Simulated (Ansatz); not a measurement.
Start from `C[SiH2][SiH2]S` and change one element to get `C[SiH2][SiH2]O`.

Ansatz, PBE0-D4/def2-TZVP geometries, multiplicity 1. Each molecule was computed in one conformer, which needn't be the lowest.

```
                                      property  `C[SiH2][SiH2]S`
zero-point energy (PBE0-D4/def2-TZVP) / kJ/mol             211.4
       HOMO–LUMO gap (ωB97M-V/def2-TZVPP) / eV             10.78
            HOMO energy (PBE0/def2-TZVPP) / eV             -7.18
         HOMO–LUMO gap (B3LYP/def2-TZVPP) / eV              6.56
          HOMO–LUMO gap (PBE0/def2-TZVPP) / eV              6.95
         LUMO energy (ωB97M-V/def2-TZVPP) / eV              1.51
```

(1) Give the same properties after the change, and the shifts. (Estimate.)

Results:

(1) The calculation gave: 
```
                                      property  `C[SiH2][SiH2]O`  shift
zero-point energy (PBE0-D4/def2-TZVP) / kJ/mol             222.7   11.3
       HOMO–LUMO gap (ωB97M-V/def2-TZVPP) / eV             10.97   0.19
            HOMO energy (PBE0/def2-TZVPP) / eV             -7.55  -0.37
         HOMO–LUMO gap (B3LYP/def2-TZVPP) / eV              6.83   0.27
          HOMO–LUMO gap (PBE0/def2-TZVPP) / eV              7.23   0.28
         LUMO energy (ωB97M-V/def2-TZVPP) / eV              1.35  -0.16
```

With PBE0 the HOMO falls by 0.37 eV and the LUMO falls by 0.09 eV, so the gap widens by about 0.28 eV. PBE moves the HOMO by -0.32 eV and ωB97M-V by -0.35 eV.

B3LYP here is the variant with VWN-RPA as its local correlation; programs differ in this.
